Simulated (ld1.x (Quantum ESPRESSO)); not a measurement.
**What the settings do to the PAW potential of iodine (I)**

Base potential:

I, PAW, made with ld1.x (Quantum ESPRESSO) 7.5 (PBE, non-relativistic). Core [Kr], reference 4d10 5s2 5p3 (charge +2). Waves: 5s (bound): rcut 1.80, rcutus 2.05 bohr; 5s channel at -1.1 Ry: rcut 1.80, rcutus 2.05 bohr; 5p (bound): rcut 1.50, rcutus 1.75 bohr; 5p channel at 0.35 Ry: rcut 1.50, rcutus 1.75 bohr; 4d (bound): rcut 1.20, rcutus 1.25 bohr; 4d channel at -4.7 Ry: rcut 1.20, rcutus 1.25 bohr. Local part: all-electron potential smoothed inside 1.60 bohr (lloc = -1). Core correction: Bessel-smoothed model core inside 0.75 bohr. Augmentation charge: PSQ, inside the norm-conserving radii.

All-electron outer shells of the reference configuration (PBE, non-relativistic, ld1.x):

```tsv
shell	level (eV)	outermost node (bohr)	outermost maximum (bohr)
4p	-144.89	0.38	0.73
4d	-72.83	0.35	0.77
5s	-34.29	0.92	1.74
5p	-24.40	0.97	1.95
```

Cutoffs, loose and tight: the cutoffs (Ry, on a coarse ladder) from which the occupation-weighted sum of valence levels, in a spherical-Bessel basis at the reference potential, stays within 10 and 1 mRy of its value at 400 Ry. They do not see the model core or the augmentation charge, which bear on the density cutoff. Test errors are all-electron minus pseudo excitation energies from the reference, over the configurations 4d10 5s2 5p5; 4d10 5s2 5p4; 4d10 5s2 5p2; 4d10 5s1 5p5; 4d10 5s2 5p4.5; 4d9 5s2 5p5; 4d10 5s2 5p1. A dash means not determined; rows that change the core or the reference have their own tests. The largest error is taken over the tests solved by every variant that gives reliable tests at all: 4d10 5s1 5p5; 4d10 5s2 5p2; 4d10 5s2 5p4; 4d10 5s2 5p4.5; 4d10 5s2 5p5.

A true bound ghost makes a file unfit for plane-wave use even where its test errors are small: the radial tests pick states by their node count and pass the ghost by. Where a test does run into it, the solver fails or the error is huge.

```tsv
change	outcome	cutoff, loose	cutoff, tight	bound ghosts	largest test error (meV)
base	generated	100 Ry	180 Ry	s	-32
core correction Bessel-smoothed model core inside 0.46 bohr	generated	100 Ry	180 Ry	s	-37
core correction Bessel-smoothed model core inside 0.60 bohr	generated	100 Ry	180 Ry	s	-34
core correction Bessel-smoothed model core inside 0.78 bohr	generated	100 Ry	180 Ry	s	-33
core correction Bessel-smoothed model core inside 1.06 bohr	generated	100 Ry	180 Ry	s	-33
core correction Bessel-smoothed model core inside 1.20 bohr	generated	100 Ry	180 Ry	s	-32
core correction Bessel-smoothed model core inside 1.46 bohr	generated	100 Ry	180 Ry	s	-29
```
